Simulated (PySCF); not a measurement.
Species: C6H8O2.
Atom-mapped SMILES: `[CH3:1][O:2][CH2:3][C@H:4]1[CH:5]=[CH:6][C:7]1=[O:8]` (hydrogens: H9, H10, H11 on C1; H12, H13 on C3; H14 on C4; H15 on C5; H16 on C6)

Structure optimised with GFN2-xTB, isolated species.

(1) Give the optimised bond lengths and angles.

Results:

(1) 
```csv
bond,length (Å),order
C1–O2,1.404,single
O2–C3,1.409,single
C3–C4,1.522,single
C4–C5,1.514,single
C5=C6,1.341,double
C6–C7,1.475,single
C7=O8,1.195,double
C4–C7,1.553,single
"C1–H9, C1–H11",1.097,single
C1–H10,1.088,single
C3–H12,1.103,single
C3–H13,1.101,single
C4–H14,1.091,single
C5–H15,1.074,single
C6–H16,1.074,single
```

Bonds in one row agree within 0.01 Å and their mean is given. Orders are formal, as drawn. A selection of angles:
```csv
angle,degrees
C1–O2–C3,113.1
O2–C3–C4,108.7
C3–C4–C5,117.2
C3–C4–C7,115.7
C5–C4–C7,83.2
C4–C5–C6,95.5
C5–C6–C7,92.5
C6–C7–O8,137.2
C4–C7–C6,88.7
C4–C7–O8,134.1
```

Dihedral angles: C1–O2–C3–C4 178° (antiperiplanar); O2–C3–C4–C5 79° (synclinal); C3–C4–C5–C6 116° (anticlinal); C4–C5–C6–C7 -1° (synperiplanar); C5–C6–C7–O8 -177° (antiperiplanar); C3–C4–C7–C6 -118° (anticlinal).

The C–O distances run from 1.195 Å (C7=O8, drawn double) to 1.409 Å (O2–C3, drawn single), a spread of 0.214 Å. The 4-membered ring C4–C5–C6–C7 has internal angles of 83.2° to 95.5°; it is planar, 0.01 Å rms from its mean plane, widest ring torsion 1°. The C–C distances run from 1.341 Å (C5=C6, drawn double) to 1.553 Å (C4–C7, drawn single), a spread of 0.212 Å. Of the pairs four or more bonds apart, H11···H13 is among the closest relative to their van der Waals radii: 2.43 Å, 101 % of the sum of Bondi's values.

Point group: C1 (no symmetry element, even within 0.4 Å). Whether it is a minimum is left open (no frequencies). One conformer, not necessarily the lowest.

The numbers are calculated, not measured.
